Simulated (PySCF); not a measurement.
Saddle point of SiH$_{4}$SeF$_{2}$, singlet (SiH₂F₂ ([F][SiH2][F]) + H₂Se → SiH₂SeF₂ ([F][SiH]([F])[SeH]) + H₂; bonds formed: Si1–Se7, H2–H6; bonds broken: Si1–H2, H6–Se7), PBE0-D4/def2-TZVP structure:

```json
{"atom": "Si1", "x (Å)": "-0.3469", "y (Å)": "-0.5463", "z (Å)": "-0.3734"}
{"atom": "H2", "x (Å)": "-0.6164", "y (Å)": "-0.1956", "z (Å)": "1.2597"}
{"atom": "F3", "x (Å)": "-0.8177", "y (Å)": "0.5138", "z (Å)": "-1.4535"}
{"atom": "F4", "x (Å)": "-1.7394", "y (Å)": "-1.3314", "z (Å)": "-0.1992"}
{"atom": "H5", "x (Å)": "0.5646", "y (Å)": "-1.6718", "z (Å)": "-0.6080"}
{"atom": "H6", "x (Å)": "0.2247", "y (Å)": "0.2241", "z (Å)": "1.1145"}
{"atom": "Se7", "x (Å)": "1.7219", "y (Å)": "0.8612", "z (Å)": "0.1509"}
{"atom": "H8", "x (Å)": "1.0093", "y (Å)": "2.1459", "z (Å)": "0.1091"}
```

Energies are electronic, without zero-point energy. Barriers and step energies count from the start structure reached by relaxing down the imaginary mode; all methods use the PBE0-D4 structures, on which another method's saddle can fall below an end. PySCF 2.14 with density fitting (its default auxiliary sets; JK sets also for MP2 and CCSD(T)); basis: def2-TZVPP, with def2-QZVPP for the basis limit; cores frozen in the correlated methods. Filled d shells of the heavier atoms are correlated. The def2 sets are not built for correlating such inner shells, so the correlated values are less sure here. B3LYP uses VWN-RPA correlation. Extrapolation: Hartree–Fock as exp(−7.88 √X), correlation as X^−2.97.

```tsv
method	barrier (kcal/mol)	step energy (kcal/mol)
SPW92	28.40	-7.59
PBE-D4	35.43	-9.23
r2SCAN-D4	?	-9.29
PBE0-D4	?	-8.38
B3LYP-D4	45.15	-7.21
BHLYP-D4	50.63	-6.22
wB97M-V	45.75	-7.61
HF	64.75	-3.94
MP2	?	-8.58
CCSD	51.32	-5.79
CCSD(T)	48.30	-6.69
```

(1) Fill in the withheld barriers. (Judge from chemistry; the value comes from the calculation.)

T1 diagnostic: at most 0.012. The end structure is not quite a true minimum (one mode of 89i cm⁻¹).

Answers

(1) Computed: PBE0-D4 40.06; MP2 46.22; r2SCAN-D4 38.52 kcal/mol. Each is the energy of the saddle less that of the start structure, by the same method.

For comparison, the barrier by CCSD(T) at an estimated basis limit (MP2 extrapolated from triple and quadruple zeta, plus CCSD(T) − MP2 in triple zeta) is 45.85 kcal/mol.

Labels in which every atom is bracketed show which atoms are joined, not bond orders.

For scale, one of the runs: CCSD(T)/def2-TZVPP, 208 basis functions, launched by `OMP_NUM_THREADS=4 python run.py`. Hardware: 4 CPU threads of an Intel Xeon, shared host. Wall time 20 min; peak host memory 3.8 GiB.
